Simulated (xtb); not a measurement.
C4H4ClF, SMILES C=C=C(F)CCl. All values are semi-empirical tight-binding results from xtb (GFN2-xTB unless named), good for trends rather than for accurate numbers. Geometry optimised at GFN2-xTB. This is a generated structure with no PubChem entry under its InChIKey; it may be hypothetical. One conformer was computed; it need not be the lowest.

```
Item                                              Result
-----------------------------------------  -------------
orbital gap                                      4.65 eV
dipole moment                                     3.10 D
zero-point energy                          41.0 kcal/mol
G − E(el) at 298.15 K (modified RRHO)      21.2 kcal/mol
static polarisability (D4 model)              61.0 bohr³
solvation energy, GFN2-xTB/ALPB(water)     -4.2 kcal/mol
solvation energy, GFN2-xTB/ALPB(methanol)  -6.8 kcal/mol
```
